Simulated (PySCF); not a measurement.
Bond length, frequency and bond energy of CdC by level of theory

State: ³Σ⁻ (triplet), unpaired electrons π ↑↑. Set-up: basis Cd def2-SVPD with ECP28, C def2-SVPD; scalar-relativistic core potentials; PySCF 2.14. De refers to Cd + C in their high-spin ground configurations, without counterpoise correction. The functionals are run spin-unrestricted. A positive dipole means Cd(−)C(+). Levels whose curve was spin-contaminated or gave no clean fit are not listed.

| Level | Re (Å) | ωe (cm⁻¹) | De (eV) | μ (D) | CPU s a point (SCF and correlation, without the integrals) |
| --- | --- | --- | --- | --- | --- |
| ROHF-MP2 | 2.169 | 374 | 0.69 | n/a | 0.31 |
| ROHF-SCS-MP2 | 2.211 | 335 | 0.52 | n/a | n/a |
| PBE | 2.159 | 417 | 1.27 | -3.01 | 0.72 |
| BP86 | 2.163 | 412 | 1.19 | -2.94 | 0.49 |
| TPSS | 2.176 | 409 | 1.18 | -3.07 | 1.2 |

Correlated steps freeze 1 core orbital. Correlated levels converge slowly with the basis: in double zeta they bind strong bonds too weakly, by up to about 1 eV, and carry superposition errors of some tenths. Spin–orbit coupling is left out. The state was picked by a PBE0 search and need not be the measured ground state.

The whole job (state search and all levels along the bond) took about 2.8 min on 1 thread of Arm Neoverse V1 (shared host), peak memory 0.73 GiB.
